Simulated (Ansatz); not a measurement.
Process, species as SMILES: C[SiH2]O[SiH3] → C[SiH-]O[SiH3] + H+
Geometries: B3LYP-D3(BJ)/def2-TZVP minima from Ansatz (an electronic-structure program), one conformer each, not searched for the lowest.
Geometry of the first species:
SMILES: C[SiH2]O[SiH3]
```xyz
12

C      2.4724    -0.1402     0.4071
Si     0.9669    -0.0118    -0.6795
O     -0.3766     0.0046     0.2655
Si    -2.0075     0.0786     0.3555
H      2.4476    -1.0560     1.0007
H      2.5327     0.7084     1.0912
H      3.3813    -0.1529    -0.1993
H      1.0077     1.2341    -1.4851
H      0.8918    -1.1671    -1.6082
H     -2.3986     0.0244     1.7806
H     -2.4995     1.3419    -0.2437
H     -2.6156    -1.0638    -0.3671
```
Charge 0, spin multiplicity 1.

Property: gas-phase deprotonation energy (electronic energy difference), in kcal/mol. Cores are frozen in the correlated levels unless marked. Spin-orbit coupling is left out. Non-relativistic. Anions need diffuse functions: aug- sets have them; def2-D sets add few; the other sets have none. CBS(X,Y): correlation extrapolated as X^-3; Hartree-Fock from the larger set.

Level to compare with: CCSD(T)/CBS(aug-cc-pV(T+d)Z,aug-cc-pV(Q+d)Z) (Ansatz), 384.5 kcal/mol. It is a level with limits of its own, and the differences hold the functionals' basis error too.

Q: Rank these functionals by how close they come to CCSD(T)/CBS(aug-cc-pV(T+d)Z,aug-cc-pV(Q+d)Z), closest first: wB97M-V/def2-TZVPD (Ansatz); PBE/def2-TZVPD (Ansatz); wB97X-V/def2-TZVPD (Ansatz); r2SCANh/def2-TZVPD (Ansatz).

A: r2SCANh/def2-TZVPD (hybrid meta-GGA, 384.8 kcal/mol, difference 0.3), wB97X-V/def2-TZVPD (range-separated hybrid with VV10, 386.1 kcal/mol, difference 1.6), wB97M-V/def2-TZVPD (range-separated hybrid meta-GGA with VV10, 380.0 kcal/mol, difference -4.5), PBE/def2-TZVPD (GGA, 377.4 kcal/mol, difference -7.1)
